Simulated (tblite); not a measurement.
C4H10O2, triplet, at the geometry of the source list (a higher spin typed on purpose: for a closed-shell molecule this is an excited state); GFN1-xTB with ALPB(water) (tblite).

The tblite input:
```
$ tblite run mol.xyz --method gfn1 --charge 0 --spin 2 --alpb water --json tblite.json --no-restart

# file mol.xyz
16

C      2.71370000     0.69860000    -0.02800000
O      1.44120000     0.34540000     0.44290000
C      0.72900000    -0.46100000    -0.46200000
C     -0.67420000    -0.70520000     0.07440000
O     -1.47700000     0.41840000    -0.18900000
C     -2.76110000     0.31140000     0.36370000
H      3.33360000    -0.19090000    -0.20480000
H      3.17080000     1.31310000     0.74430000
H      2.65050000     1.27010000    -0.96250000
H      1.24560000    -1.42710000    -0.59160000
H      0.65550000     0.03230000    -1.44200000
H     -1.10360000    -1.59660000    -0.41340000
H     -0.61520000    -0.89110000     1.15660000
H     -3.29860000    -0.55590000    -0.04340000
H     -2.72020000     0.21420000     1.45580000
H     -3.28990000     1.22420000     0.09910000
```

The log (banner, timings and long lists left out):

```
xTB calculator
 | screened Coulomb repulsion
 | Coulomb electrostatics
 |  * isotropic Klopman-Ohno-Mataga-Nishimoto electrostatics
 |  * onsite third-order electrostatics
 | DFT-D3(BJ) dispersion correction
 | Interactions (3)
 | [1] alpb/gbsa reaction field model
 | [2] cds contribution to solvation
 | [3] empirical free energy shift and standard state/solvent correction

halogen bonding energy    0.0000000000000E+00 Eh
repulsion energy          2.0386633492039E-01 Eh
dispersion energy        -4.5569221761552E-03 Eh
interaction energy        2.0811493796379E-03 Eh
number of electrons       3.8000000000000E+01 e
integral cutoff           1.9731147476801E+01 bohr

------------------------------------------------------------
  cycle        total energy    energy error   density error
------------------------------------------------------------
      1     -22.66522414601  -2.2866615E+01   5.1399777E-01
      2     -22.87925272143  -2.1402858E-01   3.1314290E-01
      3     -22.89011536091  -1.0862639E-02   1.6430223E-01
      4     -22.87002932079   2.0086040E-02   8.2537304E-02
      5     -22.81252614350   5.7503177E-02   1.0767132E-01
      6     -22.88629695453  -7.3770811E-02   6.9726871E-02
      7     -22.91608681990  -2.9789865E-02   3.7529309E-02
      8     -22.91190091406   4.1859058E-03   4.4268295E-02
      9     -22.92530841172  -1.3407498E-02   2.3726154E-02
     10     -22.92790723471  -2.5988230E-03   1.8454001E-02
     11     -22.93087560483  -2.9683701E-03   7.5889224E-03
     12     -22.93136530746  -4.8970262E-04   1.7095470E-03
     13     -22.93139460735  -2.9299888E-05   1.1154600E-04
     14     -22.93139461821  -1.0867165E-08   7.1660408E-05
     15     -22.93139462501  -6.7954566E-09   6.3372355E-05
     16     -22.93139466455  -3.9541234E-08   1.4743250E-05
------------------------------------------------------------

electronic energy        -2.3132785226673E+01 Eh
total energy             -2.2931394664549E+01 Eh

Post processing:
 | Mayer-Wiberg bond orders

[Info] JSON dump of results written to 'tblite.json'
```
